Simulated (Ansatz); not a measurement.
Isolated molecules relaxed with PBE0-D4/def2-TZVP in Ansatz; ΔE leaves out vibrations. CBS: MP2 limit from def2 TZ/QZ plus the TZ coupled-cluster correction, frozen cores. DFT in def2-TZVPP. Each species was taken in one conformer, which may not be the lowest.

`BC(C)(C)F` + `C=C(N)O` → `BOC(=C)N` + `CC(C)F`  (ligand exchange at a B–C bond)

Is it downhill or uphill in electronic energy at CCSD(T)/CBS, and by how much? (Estimate.)

Computed: Downhill: ΔE = -1.43 eV.

What do these levels give: r2SCAN-D4, PBE0-D4, ωB97M-V, CCSD(T)/def2-TZVPP, HF/def2-QZVPP, HF/CBS(def2)? (Estimate.)

The calculation gave: r2SCAN-D4 -1.42, PBE0-D4 -1.40, ωB97M-V -1.40, CCSD(T)/def2-TZVPP -1.45, HF/def2-QZVPP -1.47, HF/CBS(def2) -1.47 eV.

Largest T1 diagnostic among the species: 0.014.
